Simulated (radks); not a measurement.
The numbers below are computed, except where a source is named.
How relativity changes the ionisation of the beryllium ion Be2+ ([He]) to Be3+ (1s1). Spin-unpolarised spherical Kohn-Sham, PBE, point nucleus unless stated (finite: rms radius 2.519 fm), a radial shooting solver on a logarithmic mesh with Libxc functionals. A level marked "c x" has the speed of light scaled by that factor.

non-rel.: E(Be2+) (hartree) -13.61957; E(Be3+) (hartree) -7.78576; IE (eV) 158.75; HOMO 1s; <r> HOMO (bohr) 0.4175
scalar-rel.: E(Be2+) (hartree) -13.62232; E(Be3+) (hartree) -7.78743; IE (eV) 158.78; HOMO 1s; <r> HOMO (bohr) 0.4174
scalar-rel., finite nucleus: E(Be2+) (hartree) -13.62232; E(Be3+) (hartree) -7.78743; IE (eV) 158.78; HOMO 1s; <r> HOMO (bohr) 0.4174
Dirac: E(Be2+) (hartree) -13.62232; E(Be3+) (hartree) -7.78743; IE (eV) 158.78; HOMO 1s1/2; <r> HOMO (bohr) 0.4174
Dirac, finite nucleus: E(Be2+) (hartree) -13.62232; E(Be3+) (hartree) -7.78743; IE (eV) 158.78; HOMO 1s1/2; <r> HOMO (bohr) 0.4174
Dirac, c x 0.85: E(Be2+) (hartree) -13.62338; E(Be3+) (hartree) -7.78807; IE (eV) 158.79; HOMO 1s1/2; <r> HOMO (bohr) 0.4174
Dirac, c x 1.25: E(Be2+) (hartree) -13.62133; E(Be3+) (hartree) -7.78683; IE (eV) 158.76; HOMO 1s1/2; <r> HOMO (bohr) 0.4175
Dirac, c x 2: E(Be2+) (hartree) -13.62026; E(Be3+) (hartree) -7.78618; IE (eV) 158.75; HOMO 1s1/2; <r> HOMO (bohr) 0.4175

NIST Atomic Spectra Database: 153.90 eV (theoretical). The relativistic part of the total energy of Be2+ is -0.002747 hartree (Dirac, finite nucleus), 0.02 % of the non-relativistic value. Spin polarisation and multiplet splitting of open shells are left out at every level.

Beside tabulated values, note that spin-unpolarised runs miss the spin-polarisation part of the exchange energy of open shells.
